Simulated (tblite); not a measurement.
Q: What does the GFN2-xTB structure of `[O]S(=O)(=O)/C=C\F` [radical] look like in three dimensions? (Doublet state.)

A: 
Z-matrix in Å and degrees, rows numbered from 1:
```
O 
S   1  1.4370
O   2  1.4400  1  117.25
O   2  1.4371  1  118.62  3  -150.22
C   2  1.8861  1   99.21  3   103.99
C   5  1.3063  2  114.67  1    60.37
F   6  1.3139  5  123.86  2     0.06
H   5  1.0689  2  114.69  1  -119.58
H   6  1.0912  5  124.15  2   179.93
```

Of the pairs four or more bonds apart, O1···F7 is among the closest relative to their van der Waals radii: 2.83 Å, 95 % of the sum of Bondi's values. C6 (carbon bonded to C, F and H) is planar (angles 124.1°, 123.9° and 112.0°, sum 360.0°, 0.00 Å off the plane of its three neighbours). All 3 O–S bonds measure 1.437 to 1.440 Å. S2 (sulfur bonded to C and 3 O) is distorted tetrahedral (angles from 98.0° to 118.6°).

The geometry is computed with GFN2-xTB (gas phase). This method treats the open shell by occupation alone, without spin polarisation.

Point group: Cs (every atom within 0.08 Å of its image). Its GFN2-xTB frequencies are all real (lowest 49 cm⁻¹).

Time: 0.28 s of wall time. Hardware: one thread, Arm Neoverse V2 (aarch64), shared host with 96 logical CPUs at a one-minute load of 59. This is the geometry optimisation.
